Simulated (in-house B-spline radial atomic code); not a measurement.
## In IV (In3+): [He] 2s1 2p6 3s2 3p6 3d10 4s2 4p6 4d10 5s1 (with a hole in an inner shell)

Computed with an all-electron radial atomic-structure program (B-spline basis): Dirac-Kohn-Sham PBE, spherical fractional occupations, Fermi nucleus of rms radius 4.6156 fm.

Effective charges: Z_r = [3n² - l(l+1)]/(2<r>) from the radius, Z_e = n√(-2ε) from the energy, and Slater's rules. Values are occupation-weighted means over j. An effective charge above Z reflects the relativistic contraction of the inner shells.

```tsv
shell	electrons	ε (eV)	<r> (bohr)	Z_r	Z_e	Slater
1s	2	-27933	0.0297	50.51	45.31	48.70
2s	1	-4285.2	0.1275	47.07	35.49	45.20
2p	6	-3874	0.1112	44.95	33.75	45.20
3s	2	-855.88	0.3436	39.30	23.79	38.60
3p	6	-718.64	0.3406	36.70	21.80	38.60
3d	10	-504.87	0.3151	33.32	18.27	28.85
4s	2	-159.97	0.828	28.99	13.72	22.25
4p	6	-117.76	0.8915	25.80	11.77	22.25
4d	10	-55.451	1.078	19.48	8.08	10.85
5s	1	-35.493	2.145	17.48	8.08	6.70
```

The least bound orbital is 5s1/2 at -35.49 eV, and it is also the most diffuse (<r> = 2.145 bohr). The part-filled 2s shell lies below the filled 4d shell in orbital energy.

Spin-orbit splittings of the orbital energies (j = l + 1/2 above j = l - 1/2 when positive): 2p 214 eV, 3p 39.75 eV, 3d 8.489 eV, 4p 7.163 eV, 4d 1.043 eV.

For the 1s electron the small component carries 3.24 % of the norm, the zero-frequency Breit interaction raises the level by 62.07 eV, self-energy by 35.85 eV, and vacuum polarisation lowers it by 4.646 eV.
